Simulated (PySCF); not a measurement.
## Os- (osmium, charge -1): PBE calculation

Configuration: [Xe] 4f14 5d7 6s2, high-spin 4F determinant. Computed with PySCF 2.14 in aug-cc-pwCVTZ-PP with ECP60MDF, with scalar relativity through the core potential.

| Property | Result |
| --- | --- |
| Total energy | -90.8650 hartree |
| One-electron energy | -159.8791 hartree |
| Hartree (Coulomb) energy | 78.6644 hartree |
| Exchange-correlation energy | -9.6504 hartree |
| ⟨S²⟩ | 3.7855 |
| ⟨L²⟩ | 12.038 |
| Sum of ⟨r⟩ | 30.55 bohr |
| Sum of ⟨r²⟩ | 79.89 bohr² |

```csv
shell,electrons,mean orbital energy (hartree),spread (hartree),"rms radius, mean of both spins (bohr)"
5s α,1,-3.04436,0,1.08
5s β,1,-2.99012,0,1.08
5p α,3,-1.58794,0,1.26
5p β,3,-1.52086,0,1.26
6s α,1,-0.00553,0,3.95
5d α,5,0.02099,0.02528,2.29
6s β,1,0.02640,0,3.95
5d β,2,0.07209,0,2.29
```

Energies and moments cover only the electrons outside the core potential. Spin-orbit coupling, absent here, splits the open shell strongly. At PBE the highest occupied level has a positive energy, so only the finite basis holds that electron; in a semilocal or global hybrid functional this comes from self-interaction and does not mean that the real anion is unbound.
